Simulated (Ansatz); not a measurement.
**Relaxing a trial structure of CH2ISi2**

The starting geometry of this gas-phase doublet was optimised with GFN2-xTB.

```xyz
6

C    -0.3983   -2.2937    2.4775
I    -2.4130    0.4170    1.7931
Si   -1.2007   -0.9299    3.6399
Si   -2.1173   -3.0052    2.8920
H     0.4501   -2.7912    2.9457
H    -0.1670   -2.1049    1.4314
```

Predict what becomes of its bonds when it is optimised with B3LYP-D3(BJ)/def2-SVP.

A new bond forms, giving a structure with I2 bridging Si3 and Si4, given below by its coordinates. Distances that change by over a tenth: Si3–Si4 (2.39 → 2.64 Å). Contacts that close: I2–Si4 (3.61 → 2.76 Å).

The energy falls by 0.52 eV over 10 steps:

```json
{"step": "1", "E − E(last) (eV)": "0.521"}
{"step": "2", "E − E(last) (eV)": "0.364"}
{"step": "3", "E − E(last) (eV)": "0.178"}
{"step": "4", "E − E(last) (eV)": "0.036"}
{"step": "5", "E − E(last) (eV)": "0.019"}
{"step": "6", "E − E(last) (eV)": "0.007"}
{"step": "7", "E − E(last) (eV)": "0.002"}
{"step": "8", "E − E(last) (eV)": "0.001"}
{"step": "9", "E − E(last) (eV)": "0.000"}
{"step": "10", "E − E(last) (eV)": "0.000"}
```

Final geometry (Å):

```yaml
atoms:
  - { symbol: C, position_ang: [-0.3897, -2.2305, 2.5112] }
  - { symbol: I, position_ang: [-2.6726, -0.0717, 1.8273] }
  - { symbol: Si, position_ang: [-0.7650, -0.7678, 3.6970] }
  - { symbol: Si, position_ang: [-2.2533, -2.6742, 2.6460] }
  - { symbol: H, position_ang: [0.2499, -2.9936, 2.9900] }
  - { symbol: H, position_ang: [-0.0154, -1.9701, 1.5081] }
```

Frequencies at the end are all real (lowest 167 cm⁻¹). Open shells are spin-unrestricted. Atoms past krypton carry core potentials, without spin–orbit terms. Run with Ansatz 0.2.0, 46 s on 2 threads of Arm Neoverse V1 (shared host).
